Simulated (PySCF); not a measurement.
From one molecule to another.

First species: C5H9OPSi2.
Atom-mapped SMILES: `[CH:1]#[C:2][Si@H:3]([C:4]#[C:5][CH3:6])[O:7][SiH2:8][PH2:9]` (hydrogens: H10 on C1; H11 on Si3; H12, H13, H14 on C6; H15, H16 on Si8; H17, H18 on P9)

Cartesian coordinates in Å at the PBE0-D3(BJ)/def2-SVP level; atoms count from 1:
```xyz
18
C5H9OPSi2 angstrom
C     -0.476    3.774    0.197
C     -0.336    2.750   -0.444
Si    -0.106    1.211   -1.416
C     -1.194   -0.081   -0.735
C     -1.811   -1.009   -0.239
C     -2.526   -2.120    0.353
O      1.465    0.705   -1.283
Si     2.489    0.010   -0.172
P      1.487   -1.742    0.858
H     -0.600    4.682    0.762
H     -0.384    1.473   -2.847
H     -1.832   -2.954    0.550
H     -3.320   -2.483   -0.318
H     -2.990   -1.828    1.307
H      2.942    1.052    0.797
H      3.668   -0.531   -0.907
H      0.858   -0.935    1.854
H      2.656   -1.969    1.655
```

Second species: C5H3F3.
SMILES: `FC(F)(F)C=C1C=C1`

Levels: CAM-B3LYP/def2-SVPD for dipole moment, HOMO energy, LUMO energy, HOMO–LUMO gap, static isotropic polarisability and electronic spatial extent ⟨r²⟩ about the centre of nuclear charge; TDDFT CAM-B3LYP/def2-SVPD for lowest singlet excitation; PBE0-D3(BJ)/def2-SVP for rotational constant A and rotational constant C. Geometries: PBE0-D3(BJ)/def2-SVP. Each species is one conformer at its optimised geometry, gas phase, non-relativistic unless stated. Electronic properties by PySCF.

The conformers computed, where there is a choice (atom-mapped SMILES and torsion angles):
- `[CH:1]#[C:2][Si@H:3]([C:4]#[C:5][CH3:6])[O:7][SiH2:8][PH2:9]`: C2–Si3–O7–Si8 73°, Si3–O7–Si8–P9 46°, H–P9–Si8–O7 -86°, H–P9–Si8–O7 -179°
- `[F:1][C:2]([F:3])([F:4])[CH:5]=[C:6]1[CH:7]=[CH:8]1`: F1–C2–C5–C6 -119°

**Question.** Which of the two has the higher HOMO–LUMO gap, and by how much?

**Answer.** The first: 8.88 eV against 8.10 eV, a difference of 0.78 eV.

**Question.** Which has the higher dipole moment?

**Answer.** The second: 4.97 D against 2.01 D, a difference of 2.96 D.

**Question.** Which of the two has the higher S1 energy, and by how much?

**Answer.** The first: 5.65 eV against 4.84 eV, a difference of 0.81 eV.

**Question.** Which of the two has the higher rotational constant C, and by how much?

**Answer.** The second: 1.220 GHz against 0.507 GHz, a difference of 0.713 GHz.

**Question.** Which of the two has the higher ⟨r²⟩, and by how much?

**Answer.** The first: 2311 bohr² against 942 bohr², a difference of 1369 bohr².

**Question.** Which has the higher static isotropic polarisability?

**Answer.** The first: 135.6 au against 59.8 au, a difference of 75.8 au.

**Question.** Which has the higher HOMO energy?

**Answer.** The second: -8.18 eV against -8.63 eV, a difference of 0.45 eV.

**Question.** Which of the two has the higher LUMO energy, and by how much?

**Answer.** The first: 0.25 eV against -0.08 eV, a difference of 0.33 eV.

On the first: S1 lies 3.23 eV below the HOMO–LUMO gap; its leading configuration is HOMO−1→LUMO, weight 0.64. The 6 singlets span 5.65 to 6.26 eV, and their oscillator strengths add up to 0.01.

On the second: In wavenumbers S1 is 39000 cm⁻¹ (1 eV = 8065.54 cm⁻¹). The polarisability is 8.86 Å³ as a volume (1 au = 0.148185 Å³), or 1.00 au for each of the 60 electrons.
